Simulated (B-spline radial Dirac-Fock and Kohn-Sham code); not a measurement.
## Au: computed levels beside tabulated edges

These are calculated numbers from a radial B-spline solver; the model is ΔSCF Dirac-Fock with Breit, self-energy and vacuum polarisation, finite nucleus, configuration average. Electron correlation is not included.

Input of the calculation (task.json; shells as n, l, electrons):

```json
{"items": [{
  "Z": 79,
  "q": 0,
  "cfg": [[1, 0, 2], [2, 0, 2], [2, 1, 6], [3, 0, 2], [3, 1, 6], [3, 2, 10], [4, 0, 2], [4, 1, 6], [4, 2, 10], [4, 3, 14], [5, 0, 2], [5, 1, 6], [5, 2, 10], [6, 0, 1]],
  "A": 197,
  "rrms": 5.4371,
  "do": ["binding"],
  "screen": [6, 0]
}]}
```

Command: `python xray_run.py task.json out`

Two models are given for 1s2 2s2 2p6 3s2 3p6 3d10 4s2 4p6 4d10 4f14 5s2 5p6 5d10 6s1. In the first the electron is removed to infinity. In the second it is placed in the 6s shell, so that the atom stays neutral; this mimics a hole screened by valence charge, or the onset of absorption below the ionisation limit. The tabulated edges (Elam, Ravel and Sieber, Radiat. Phys. Chem. 63, 121 (2002)) refer to the element in its standard state, with the Fermi level as zero for a metal.

```tsv
level	ionised (eV)	screened (eV)	tabulated (eV)	ionised − table	screened − table
1s	80726.6	80718.2	80725.0	+1.6	-6.8
2s	14368.3	14360.0	14353.0	+15.3	+7.0
2p1/2	13740.9	13732.6	13734.0	+6.9	-1.4
2p3/2	11926.1	11917.8	11919.0	+7.1	-1.2
3s	3440.7	3432.4	3425.0	+15.7	+7.4
3p1/2	3161.6	3153.2	3148.0	+13.6	+5.2
3p3/2	2756.7	2748.3	2743.0	+13.7	+5.3
3d3/2	2299.3	2290.9	2291.0	+8.3	-0.1
3d5/2	2213.8	2205.5	2206.0	+7.8	-0.5
4s	775.0	766.7	762.1	+12.9	+4.6
4p1/2	655.7	647.4	642.7	+13.0	+4.7
4p3/2	558.1	549.8	546.3	+11.8	+3.5
4d3/2	363.0	354.7	353.2	+9.8	+1.5
4d5/2	344.8	336.5	335.1	+9.7	+1.4
4f5/2	92.46	84.10	87.60	+4.9	-3.5
4f7/2	88.79	80.43	83.90	+4.9	-3.5
5p1/2	81.97	73.52	74.20	+7.8	-0.7
5p3/2	65.69	57.24	57.20	+8.5	0.0
```

The screened model lies closer: the mean absolute deviations are 9.6 eV (ionised) and 3.2 eV (screened). Screening lowers the levels by 8.4 eV on average.
